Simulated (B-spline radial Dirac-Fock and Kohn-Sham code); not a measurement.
**L3 electron-impact ionisation of neutral atoms, Ar to Rb**

Method: the relativistic binary-encounter-Bethe (RBEB) model with Dirac-Fock orbital kinetic energies; direct ionisation only. Computed with an atomic code on a B-spline grid. It is a semi-empirical estimate, with tabulated edges as binding energies. Cross sections in barn.

| Z | element | 2 keV | 5 keV | 10 keV | 20 keV | 30 keV | 200 keV |
| --- | --- | --- | --- | --- | --- | --- | --- |
| 18 | Ar | 606000 | 414000 | 268000 | 164000 | 122000 | 35300 |
| 19 | K | 450000 | 324000 | 215000 | 133000 | 99400 | 29100 |
| 20 | Ca | 335000 | 255000 | 174000 | 109000 | 81800 | 24200 |
| 21 | Sc | 255000 | 206000 | 143000 | 91400 | 68900 | 20600 |
| 22 | Ti | 196000 | 168000 | 120000 | 77500 | 58700 | 17800 |
| 23 | V | 151000 | 138000 | 101000 | 66300 | 50500 | 15500 |
| 24 | Cr | 117000 | 114000 | 85800 | 57100 | 43800 | 13600 |
| 25 | Mn | 91200 | 95400 | 73400 | 49600 | 38200 | 12000 |
| 26 | Fe | 71000 | 79800 | 63000 | 43300 | 33600 | 10700 |
| 27 | Co | 55200 | 67000 | 54400 | 38000 | 29600 | 9540 |
| 28 | Ni | 42800 | 56500 | 47200 | 33500 | 26300 | 8570 |
| 29 | Cu | 32900 | 47600 | 40900 | 29500 | 23300 | 7720 |
| 30 | Zn | 24700 | 39800 | 35400 | 26000 | 20700 | 6930 |
| 31 | Ga | 18300 | 33300 | 30600 | 22900 | 18300 | 6250 |
| 32 | Ge | 13200 | 27900 | 26500 | 20200 | 16300 | 5640 |
| 33 | As | 9320 | 23300 | 22900 | 17900 | 14500 | 5100 |
| 34 | Se | 6350 | 19500 | 19900 | 15800 | 13000 | 4640 |
| 35 | Br | 4100 | 16300 | 17300 | 14100 | 11600 | 4230 |
| 36 | Kr | 2330 | 13500 | 15000 | 12500 | 10400 | 3840 |
| 37 | Rb | 1140 | 11300 | 13100 | 11100 | 9360 | 3520 |
